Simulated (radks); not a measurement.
Results of a calculation; reference values are marked as such.
Species: the copper ion Cu21+. Configuration: [He] 2s1.5 2p4.5 (fractional occupations, a model configuration). Level of theory: Dirac Kohn-Sham, PBEsol, spin-unpolarised, spherical densities, point nucleus; open shells fill j = l - 1/2 first (a radial shooting solver on a logarithmic mesh with Libxc functionals).

Spin-orbit splittings of the eigenvalues, e(l+1/2) - e(l-1/2), with zeta = 2 splitting/(2l+1) and mean radii in bohr:

shell  occ.  splitting (eV)  zeta (eV)  <r> j=l-1/2  <r> j=l+1/2
2p      4.5           22.83      15.22       0.1937       0.1966
3p        0           5.759      3.839       0.5230       0.5273
3d        0           1.335     0.5339       0.4623       0.4637
